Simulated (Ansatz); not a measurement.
**Forces on a displaced structure**

GaH3Te (SMILES [GaH2][TeH]), closed shell, displaced at random from a GFN2-xTB minimum.

```tsv
atom	x (Å)	y (Å)	z (Å)
Ga1	-0.2702	-0.5521	0.4116
Te2	1.0074	1.5900	0.4823
H3	-0.6798	-1.6530	1.3731
H4	-0.8376	-0.9184	-1.0691
H5	0.7003	1.7465	-1.0714
```

Program: Ansatz 0.2.0. Basis: def2-TZVPP. Cores are frozen in the correlated methods. Filled d shells of the heavier atoms are correlated. Core potentials replace the inner electrons of the atoms past krypton. The def2 sets are not built for correlating such inner shells, so the correlated values are less sure here.

CCSD(T) forces from the calculation:
```json
{"atom": "Ga1", "Fx": "-0.504", "Fy": "-0.234", "Fz (eV/Å)": "-1.589"}
{"atom": "Te2", "Fx": "0.236", "Fy": "-0.140", "Fz (eV/Å)": "1.287"}
{"atom": "H3", "Fx": "0.130", "Fy": "-0.129", "Fz (eV/Å)": "0.858"}
{"atom": "H4", "Fx": "0.330", "Fy": "0.365", "Fz (eV/Å)": "0.530"}
{"atom": "H5", "Fx": "-0.192", "Fy": "0.138", "Fz (eV/Å)": "-1.087"}
```

(1) Which atom feels the largest CCSD(T) force, and how large is it?

The T1 diagnostic stays at or below 0.013.

## Answers

(1) Ga1, 1.68 eV/Å, along (-0.30, -0.14, -0.94).

Root-mean-square difference of the force components from those of CCSD(T): PBE0-D4 0.068; wB97M-V 0.025; r2SCAN-D4 0.062; PBE-D4 0.172; r2SCAN0-D4 0.034; CAM-B3LYP-D4 0.031 eV/Å.

For scale, one of the runs: CCSD(T)/def2-TZVPP forces, 140 basis functions (an equivalent command: `ansatz run in.yaml --threads 4`). Hardware: 4 CPU threads, shared host. Wall time 88 s; peak host memory 1.5 GiB.
